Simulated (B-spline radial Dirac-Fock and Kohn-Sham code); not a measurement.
## Ca 1s: cross section and angular parameters

System: atomic calcium, 1s2 2s2 2p6 3s2 3p6 4s2; threshold 4038.5 eV (tabulated edge). These are calculated numbers from an atomic code on a B-spline grid; the model is Dirac-Hartree-Slater photoionisation with a Latter tail; cross sections with all multipoles, angular parameters from the dipole term and its interference with E2.

For linearly polarised light dσ/dΩ = σ/(4π) [1 + β P₂(cos θ) + (δ + γ cos²θ) sin θ cos φ], with θ from the polarisation vector and φ the angle between the beam and the projection of the electron momentum on the plane normal to the polarisation.

```tsv
hν (eV)	σ (kb)	β	γ
4400	50.3	2.000	0.063
4680	43.0	2.000	0.244
5414.7	29.4	2.000	0.568
7870	10.9	2.000	1.216
8047.8	10.2	2.000	1.252
8770	?	?	?
9750	6.02	2.000	1.564
```

**Question.** Give the values at 8770 eV.

**Answer.** σ = 8.08 kb, β = 2.000, γ = 1.391. For an s subshell δ is negligible.
